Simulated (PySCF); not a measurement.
**Spinor energies of Br⁻ (bromine, charge -1)**

Start: [Kr]. Calculated with PySCF 2.14 in x2c-SVPall-2c with one added diffuse shell each of s, p, d type (6s7p4d, 47 functions): generalised Hartree-Fock with the X2C-1e Hamiltonian and a Gaussian nucleus; one run each with spin-orbit coupling (SO) switched off, then screened by Boettger's factors.

```json
{"spinor shell": "1s1/2", "electrons": "2", "ε, spin-free (eV)": "-13543.3", "ε, screened SO (eV)": "-13543.1", "weight of nominal j (screened SO)": "1.000", "rms radius, screened SO (bohr)": "0.0493"}
{"spinor shell": "2s1/2", "electrons": "2", "ε, spin-free (eV)": "-1815.7", "ε, screened SO (eV)": "-1815.6", "weight of nominal j (screened SO)": "1.000", "rms radius, screened SO (bohr)": "0.205"}
{"spinor shell": "2p1/2", "electrons": "2", "ε, spin-free (eV)": "-1595.6", "ε, screened SO (eV)": "-1628.3", "weight of nominal j (screened SO)": "1.000", "rms radius, screened SO (bohr)": "0.181"}
{"spinor shell": "2p3/2", "electrons": "4", "ε, spin-free (eV)": "-1595.6", "ε, screened SO (eV)": "-1579.9", "weight of nominal j (screened SO)": "1.000", "rms radius, screened SO (bohr)": "0.184"}
{"spinor shell": "3s1/2", "electrons": "2", "ε, spin-free (eV)": "-268.15", "ε, screened SO (eV)": "-268.14", "weight of nominal j (screened SO)": "1.000", "rms radius, screened SO (bohr)": "0.588"}
{"spinor shell": "3p1/2", "electrons": "2", "ε, spin-free (eV)": "-196.19", "ε, screened SO (eV)": "-201.19", "weight of nominal j (screened SO)": "1.000", "rms radius, screened SO (bohr)": "0.601"}
{"spinor shell": "3p3/2", "electrons": "4", "ε, spin-free (eV)": "-196.19", "ε, screened SO (eV)": "-193.77", "weight of nominal j (screened SO)": "1.000", "rms radius, screened SO (bohr)": "0.611"}
{"spinor shell": "3d3/2", "electrons": "4", "ε, spin-free (eV)": "-76.708", "ε, screened SO (eV)": "-77.392", "weight of nominal j (screened SO)": "1.000", "rms radius, screened SO (bohr)": "0.650"}
{"spinor shell": "3d5/2", "electrons": "6", "ε, spin-free (eV)": "-76.708", "ε, screened SO (eV)": "-76.247", "weight of nominal j (screened SO)": "1.000", "rms radius, screened SO (bohr)": "0.654"}
{"spinor shell": "4s1/2", "electrons": "2", "ε, spin-free (eV)": "-19.356", "ε, screened SO (eV)": "-19.357", "weight of nominal j (screened SO)": "1.000", "rms radius, screened SO (bohr)": "1.89"}
{"spinor shell": "4p1/2", "electrons": "2", "ε, spin-free (eV)": "-3.756", "ε, screened SO (eV)": "-4.138", "weight of nominal j (screened SO)": "1.000", "rms radius, screened SO (bohr)": "2.47"}
{"spinor shell": "4p3/2", "electrons": "4", "ε, spin-free (eV)": "-3.756", "ε, screened SO (eV)": "-3.575", "weight of nominal j (screened SO)": "1.000", "rms radius, screened SO (bohr)": "2.55"}
```

```csv
quantity,spin-free,screened SO
E (hartree),-2604.02198,-2604.13924
M_J,0,0
⟨J²⟩,0.000,0.000
⟨L²⟩,0.000,0.006
⟨S²⟩,0.000,0.006
```

Without spin-orbit coupling the j labels of p, d and f shells carry no meaning; the spin-free column gives the mean over the occupied spinors of each nl shell.
